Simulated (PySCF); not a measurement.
## GaCl2F: computed shieldings and shifts

GaCl2F, Cl2FGa, point group C2v.

Geometry (Å), atoms numbered from 1 in this order:
```xyz
4

Ga   -0.036   -0.059    0.001
Cl    2.075   -0.141    0.021
Cl   -1.124    1.755   -0.025
F    -0.915   -1.555    0.003
```

GIAO calculations in PySCF 2.14.0 with density-fitted response routines on the PBE0-D3(BJ)/def2-SVP structure: isolated species, non-relativistic, equivalent atoms averaged; basis pcSseg-1 (pcSseg-2 on Ga).

(1) Give the isotropic shieldings (ppm) with B3LYP, PBE, PBE0.

(2) And the chemical shifts, against references computed in the same way?

(3) Which part of the shielding of Ga1 depends on the functional?

Results:

(1) 
```json
{"atoms": "Ga1", "environment": "Ga bonded to 2 Cl, F", "B3LYP": "1464", "PBE": "1428", "PBE0": "1493"}
{"atoms": "Cl2/Cl3", "environment": "chlorine bonded to Ga", "B3LYP": "882", "PBE": "853", "PBE0": "910"}
{"atoms": "F4", "environment": "fluorine bonded to Ga", "B3LYP": "287.7", "PBE": "259.0", "PBE0": "301.8"}
{"atoms": "HOMO–LUMO gap (eV)", "environment": "–", "B3LYP": "7.00", "PBE": "5.21", "PBE0": "7.65"}
```

(2) 
```
  atoms  nucleus, reference   B3LYP     PBE    PBE0
    Ga1  ⁷¹Ga, [Ga(H2O)6]3+     334     319     324
Cl2/Cl3           ³⁵Cl, HCl      48      81      33
     F4          ¹⁹F, CFCl3  -115.8  -114.3  -124.6
```

(3) Diamagnetic: B3LYP 2642, PBE 2643, PBE0 2642 ppm; paramagnetic: B3LYP -1178, PBE -1215, PBE0 -1149 ppm. The diamagnetic part, set mainly by inner electrons, hardly moves; the paramagnetic part goes with low-lying magnetically allowed excitations and carries the spread.

Relativistic effects, spin–orbit coupling among them, are left out; they matter for Ga and for the light atoms bonded to it. Unscaled 19F shifts against computed CFCl3 carry errors that often reach 10 to 50 ppm.
